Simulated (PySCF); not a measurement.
**Cs⁴⁴⁺ (caesium, charge +44) across methods**

[Ne] 3s1, 2S determinant. All numbers are calculated (PySCF 2.14, the spin-free X2C one-electron Hamiltonian (Gaussian nucleus), in an uncontracted even-tempered set (20 s from 8.8 bohr⁻², ratio 2.2; 14 p from 11 bohr⁻², ratio 2.2; 5 d from 42 bohr⁻², ratio 2.4; 4 f from 63 bohr⁻², ratio 2.4; 4 g from 95 bohr⁻², ratio 2.4)).

| method | E (hartree) | mean ε 2p α (eV) | mean ε 2p β (eV) | mean ε 3s α (eV) | Σ⟨r²⟩ (bohr²) | ⟨S²⟩ |
| --- | --- | --- | --- | --- | --- | --- |
| UHF | -5916.59957 | -8000.9 | -7996.6 | -3487.3 | 0.1762 | 0.750 |
| r2SCANh | -5917.25 | -7904.8 | -7901.6 | -3458.5 | 0.1762 | 0.750 |
| LDA | -5910.27 | -7875.7 | -7872.5 | -3453.0 | 0.1762 | 0.750 |
| r2SCAN | -5917.28 | -7894.0 | -7890.9 | -3455.2 | 0.1762 | 0.750 |
| TPSSh | -5917.33 | -7894.2 | -7891.0 | -3458.0 | 0.1761 | 0.750 |
| PBE | -5916.80 | -7879.4 | -7876.2 | -3454.6 | 0.1761 | 0.750 |
| PBE0 | -5916.86 | -7910.2 | -7906.7 | -3462.9 | 0.1761 | 0.750 |

Spin-orbit coupling, which splits the p, d and f shells strongly at this Z, is absent.
